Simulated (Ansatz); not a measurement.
Consider the formal exchange of groups at a Ge–S bond: `CC#C[S][GeH3]` + `BOC=C` → `BO[C](=C)[GeH3]` + `CC#CS`.

Isolated molecules relaxed with PBE0-D4/def2-TZVP in Ansatz; ΔE leaves out vibrations. CCSD(T)/CBS adds triple-zeta CCSD(T) − MP2 to the extrapolated MP2 energy (def2 sets, frozen cores). For Ge outer-core shells are correlated without core-valence functions, which leaves a few kJ/mol of doubt a bond. Scalar relativity is left out up to krypton. One conformer a species, not always the lowest.

```csv
species,CCSD(T)/CBS(def2) energy (Eh)
`CC#C[S][GeH3]`,-2591.60027
`BOC=C`,-179.07799
`BO[C](=C)[GeH3]`,-2256.38358
`CC#CS`,-514.26919
```

Task: Work out ΔE.

Result: ΔE = (-2256.38358) + (-514.26919) − (-2591.60027) − (-179.07799) = 0.02549 Eh = +0.69 eV.

Largest T1 diagnostic among the species: 0.014.

In def2-TZVPP, CCSD(T) changes the Hartree–Fock value by −0.17 eV (the triples alone add −0.01 eV) and MP2 by −0.13 eV.
